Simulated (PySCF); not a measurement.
# Arsenic: a sound run and one with changed settings

Sound run: As [Ar] 3d10 4s2 4p3, As⁺ [Ar] 3d10 4s2 4p2. Computed with PySCF 2.14 in cc-pVDZ-DK (5s4p2d, 27 functions), with scalar relativity by spin-free X2C-1e. The sound run starts from symmetry-adapted Hartree-Fock orbitals and uses a fine grid where one is needed.

Changed run: 14 angular points. This setting is unsound on purpose.

```json
{"species": "As", "method": "UHF", "sound run (hartree)": "-2258.91690", "changed run (hartree)": "-2258.91690", "converged": "yes"}
{"species": "As", "method": "M06-2X", "sound run (hartree)": "-2260.70707", "changed run (hartree)": "-2260.70707", "converged": "yes"}
{"species": "As", "method": "M06-L", "sound run (hartree)": "-2260.52251", "changed run (hartree)": "-2260.52251", "converged": "yes"}
{"species": "As⁺", "method": "UHF", "sound run (hartree)": "-2258.57056", "changed run (hartree)": "-2258.57056", "converged": "yes"}
{"species": "As⁺", "method": "M06-2X", "sound run (hartree)": "-2260.34711", "changed run (hartree)": "-2260.34955", "converged": "yes"}
{"species": "As⁺", "method": "M06-L", "sound run (hartree)": "-2260.16631", "changed run (hartree)": "-2260.16713", "converged": "yes"}
```

Ionisation energy of As:

| method | sound run (eV) | changed run (eV) |
| --- | --- | --- |
| UHF | 9.425 | 9.425 |
| M06-2X | 9.795 | 9.729 |
| M06-L | 9.692 | 9.670 |

A coarse angular grid integrates products of high-l functions wrongly, so density functionals can shift, and the SCF can exploit the error; Hartree-Fock and MP2 need no grid.

For comparison, NIST gives 9.789 eV between the lowest levels.
